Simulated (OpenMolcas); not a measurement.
**Zr: effect of the active space**

| Item | Value |
| --- | --- |
| Program | OpenMolcas |
| Method | CASSCF |
| Basis | ANO-RCC-MB |
| Scalar Hamiltonian | DKH2, point nucleus |
| Spin-orbit coupling | state interaction with AMFI integrals over the reference wave functions, term energies averaged over their components |

A. 2 electrons in 5 orbitals (4d); 2S+1 = 3 even, 10 roots; 2S+1 = 1 even, 15 roots; cost about 3 core-seconds
B. 4 electrons in 6 orbitals (4d 5s); 2S+1 = 3 even, 55 roots; 2S+1 = 5 even, 15 roots kept (CI in the orbitals of an earlier block); 2S+1 = 1 even, 50 roots kept (CI in the orbitals of an earlier block); cost roughly 30 core-seconds

Energies in cm⁻¹ above 4d² 5s² ³F₂, the measured ground level; measured values from NIST Handbook of Basic Atomic Spectroscopic Data.

```json
{"Level": "4d² 5s² ³F₂", "A": "0.0", "B": "0.0", "Measured": "0.0"}
{"Level": "4d² 5s² ³F₃", "A": "557", "B": "547", "Measured": "570"}
{"Level": "4d² 5s² ³F₄", "A": "1241", "B": "1209", "Measured": "1241"}
{"Level": "4d² 5s² ¹D₂", "A": "7967", "B": "6457", "Measured": ""}
{"Level": "4d² 5s² ³P₀", "A": "9009", "B": "4750", "Measured": "4197"}
{"Level": "4d² 5s² ³P₁", "A": "9219", "B": "4930", "Measured": "4376"}
{"Level": "4d² 5s² ³P₂", "A": "9725", "B": "5061", "Measured": ""}
{"Level": "4d² 5s² ¹G₄", "A": "12142", "B": "10131", "Measured": "8057"}
{"Level": "4d² 5s² ¹S₀", "A": "29117", "B": "28697", "Measured": ""}
```

Deviations, from unrounded energies. A percentage is the sum of absolute deviations over the sum of measured energies, with the sign that they share, or ± where signs differ.

| Against measurement | Levels | A | B |
| --- | --- | --- | --- |
| mean absolute deviation (cm-1) | 5 | 2800 | 650 |
| fine structure of the ground term (%) | 2 | ±0.7 | -3.1 |
| other terms of the ground configuration (%) | 3 | +82.6 | +19.1 |

B lies closest to measurement on these levels. The largest miss of B in the table is 4d² 5s² ¹G₄, by +2100 cm-1. The ranking rests on the paired levels alone, and a cruder setting can come out closer through cancelling errors.

Between A and B the level of the table that moves most is 4d² 5s² ³P₂, by 4700 cm-1 (lowest in B, highest in A).

Without dynamic correlation excited terms often stand tens of per cent too high (terms of higher spin than the ground term too low), and those without a measured partner can miss by more than the paired ones. With the s shell closed, the reference lacks s² → p², s² → d² and s → d mixing, so excited terms can stand far too high and out of order, with CASPT2 too (holds for A). Some levels mix across a computed gap that differs much from the measured one, so their mixing is not that of the real levels (holds for B). Terms from blocks run as CI alone lack orbitals of their own (holds for B). Configurations are named by rounded mean occupations; where the s occupation lies near a half they are strongly mixed, a name can repeat and a true partner stay unpaired (holds for B). Measured partners are found by configuration, term and J. A level has none where our copy of the source lacks it or the pairing is in doubt (some pairs that miss far off the trend of their configuration count as doubtful), and it then counts in no deviation. Levels of configurations outside the active space are missing. The table leaves out levels that lie high or whose names do not pair safely across all columns.
